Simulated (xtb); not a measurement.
thienothiophene (C$_{6}$H$_{4}$S$_{2}$), singlet, from a rough starting geometry; xtb with GFN2-xTB.

The xtb input:
```
$ xtb mol.xyz --gfn 2 --opt vtight --json

# file mol.xyz
12

C      2.21880072    -0.05193525     0.44609011
C      1.61207209     0.08042899    -0.77328417
C      0.20078033     0.15627148    -0.68971881
S     -1.10834468     0.23999632    -1.75020033
C     -2.22236318     0.07755628    -0.49521021
C     -1.62853468    -0.07108282     0.75176812
C     -0.25963674    -0.11432888     0.65696546
S      1.10722322    -0.25593716     1.75391800
H      3.34137037    -0.12680507     0.68592959
H      2.20094228     0.22010308    -1.66963045
H     -3.26329181     0.12053077    -0.64862218
H     -2.17538591    -0.23598147     1.68284417
```

Output, abridged:

```
   ID    Z sym.   atoms
    1    6 C      1-3, 5-7
    2   16 S      4, 8
    3    1 H      9-12

           -------------------------------------------------
          |                Calculation Setup                |
           -------------------------------------------------

           -------------------------------------------------
          |                 G F N 2 - x T B                 |
           -------------------------------------------------

          ...................................................
          :                      SETUP                      :
          :.................................................:
          :  # basis functions                  48          :
          :  # atomic orbitals                  46          :
          :  # shells                           22          :
          :  # electrons                        40          :
          :  max. iterations                   250          :
          :  Hamiltonian                  GFN2-xTB          :
          :  restarted?                      false          :
          :  GBSA solvation                  false          :
          :  PC potential                    false          :
          :  electronic temp.          300.0000000     K    :
          :  accuracy                    1.0000000          :
          :  -> integral cutoff          0.2500000E+02      :
          :  -> integral neglect         0.1000000E-07      :
          :  -> SCF convergence          0.1000000E-05 Eh   :
          :  -> wf. convergence          0.1000000E-03 e    :
          :  Broyden damping             0.4000000          :
          :  net charge                          0          :
          :  unpaired electrons                  0          :
          ...................................................

 iter      E             dE          RMSdq      gap      omega  full diag
   1    -21.6200066 -0.216200E+02  0.444E+00    2.97       0.0  T
   2    -21.6280254 -0.801882E-02  0.248E+00    2.96       1.0  T
   3    -21.6180590  0.996640E-02  0.131E+00    3.00       1.0  T
   4    -21.6312277 -0.131687E-01  0.425E-01    2.95       1.0  T
   5    -21.6316980 -0.470279E-03  0.139E-01    2.96       1.0  T
   6    -21.6317130 -0.149745E-04  0.544E-02    2.96       1.0  T
   7    -21.6317347 -0.217491E-04  0.257E-02    2.96       1.1  T
   8    -21.6317348 -0.306841E-07  0.117E-02    2.96       2.5  T
   9    -21.6317357 -0.902174E-06  0.519E-03    2.96       5.6  T
  10    -21.6317358 -0.112984E-06  0.201E-03    2.96      14.4  T
  11    -21.6317358 -0.153948E-07  0.890E-04    2.96      32.5  T
  12    -21.6317358 -0.671157E-09  0.354E-04    2.96      81.4  T

   *** convergence criteria satisfied after 12 iterations ***

         :::::::::::::::::::::::::::::::::::::::::::::::::::::
         ::                     SUMMARY                     ::
         :::::::::::::::::::::::::::::::::::::::::::::::::::::
         :: total energy             -21.342391139019 Eh    ::
         :: gradient norm              0.107649990729 Eh/a0 ::
         :: HOMO-LUMO gap              2.960729301896 eV    ::
         ::.................................................::
         :: SCC energy               -21.631726610781 Eh    ::
         :: -> isotropic ES            0.000767386609 Eh    ::
         :: -> anisotropic ES          0.000969207420 Eh    ::
         :: -> anisotropic XC          0.009388065750 Eh    ::
         :: -> dispersion             -0.013128798836 Eh    ::
         :: repulsion energy           0.289335471761 Eh    ::
         :: add. restraining           0.000000000000 Eh    ::
         :: total charge               0.000000000000 e     ::
         :::::::::::::::::::::::::::::::::::::::::::::::::::::

      -----------------------------------------------------------
     |                   =====================                   |
     |                        A N C O P T                        |
[...]
 * total energy  :   -21.3423911 Eh     change       -0.3245155E-09 Eh
 * total energy  :   -21.3518628 Eh     change       -0.9471641E-02 Eh
 * total energy  :   -21.3537648 Eh     change       -0.1902035E-02 Eh
 * total energy  :   -21.3540468 Eh     change       -0.2820337E-03 Eh
 * total energy  :   -21.3541164 Eh     change       -0.6952935E-04 Eh
 * total energy  :   -21.3541284 Eh     change       -0.1202044E-04 Eh
 * total energy  :   -21.3541312 Eh     change       -0.2767085E-05 Eh
 * total energy  :   -21.3541316 Eh     change       -0.4311158E-06 Eh
 * total energy  :   -21.3541316 Eh     change       -0.2768168E-07 Eh
   *** GEOMETRY OPTIMIZATION CONVERGED AFTER 9 ITERATIONS ***
         :: total energy             -21.354131625096 Eh    ::
[...]
        23                         -0.2048902              -5.5753
        24                         -0.1953108              -5.3147
        25                         -0.1719574              -4.6792
        26                         -0.1341383              -3.6501
        27                         -0.1160907              -3.1590
        28                         -0.0237421              -0.6461
        29                          0.0077324               0.2104
        30                          0.0184918               0.5032
        31                          0.0217210               0.5911
       ...                                ...                  ...
        46                          0.7046937              19.1757
      -------------------------------------------------------------
                  HL-Gap            0.1176174 Eh            3.2005 eV
             Fermi-level           -0.3218053 Eh           -8.7568 eV

     #   Z          covCN         q      C6AA      α(0)
     1   6 C        2.956    -0.020    28.502     8.757
     2   6 C        3.068    -0.050    29.170     8.856
     3   6 C        3.205     0.015    27.091     8.477
     4  16 S        2.260    -0.039   142.651    20.102
     5   6 C        2.956    -0.020    28.502     8.757
     6   6 C        3.068    -0.050    29.171     8.856
     7   6 C        3.205     0.015    27.092     8.477
     8  16 S        2.260    -0.039   142.651    20.102
     9   1 H        0.926     0.048     2.343     2.394
    10   1 H        0.926     0.046     2.372     2.408
    11   1 H        0.926     0.048     2.343     2.394
    12   1 H        0.926     0.046     2.372     2.408

 Mol. C6AA /au·bohr⁶  :       3829.270087
 Mol. C8AA /au·bohr⁸  :     129477.447943
 Mol. α(0) /au        :        101.987888

Wiberg/Mayer (AO) data.
largest (>0.10) Wiberg bond orders for each atom

 ---------------------------------------------------------------------------
     #   Z sym  total        # sym  WBO       # sym  WBO       # sym  WBO
 ---------------------------------------------------------------------------
     1   6 C    3.950 --     2 C    1.637     8 S    1.167     9 H    0.970
     2   6 C    3.987 --     1 C    1.637     3 C    1.248    10 H    0.963
     3   6 C    3.948 --     7 C    1.389     2 C    1.248     4 S    1.122
     4  16 S    2.580 --     5 C    1.167     3 C    1.122
     5   6 C    3.950 --     6 C    1.637     4 S    1.167    11 H    0.970
     6   6 C    3.987 --     5 C    1.637     7 C    1.248    12 H    0.963
     7   6 C    3.948 --     3 C    1.389     6 C    1.248     8 S    1.122
     8  16 S    2.580 --     1 C    1.167     7 C    1.122
     9   1 H    0.997 --     1 C    0.970
    10   1 H    0.998 --     2 C    0.963
    11   1 H    0.997 --     5 C    0.970
    12   1 H    0.998 --     6 C    0.963
 ---------------------------------------------------------------------------

Topologies differ in total number of bonds
Writing topology from bond orders to xtbtopo.mol

molecular dipole:
                 x           y           z       tot (Debye)
 q only:        0.000       0.000      -0.000
   full:       -0.000       0.000      -0.000       0.000
molecular quadrupole (traceless):
                xx          xy          yy          xz          yz          zz
 q only:        3.214       0.115      -1.642      -1.020      -0.003      -1.572
  q+dip:        6.810       0.302      -2.781      -2.540       0.198      -4.029
   full:        6.524       0.341      -1.799      -2.759       0.443      -4.724

optimized geometry written to: xtbopt.xyz

           -------------------------------------------------
          | TOTAL ENERGY              -21.354131625096 Eh   |
          | GRADIENT NORM               0.000100295907 Eh/α |
          | HOMO-LUMO GAP               3.200533098291 eV   |
           -------------------------------------------------

normal termination of xtb
```
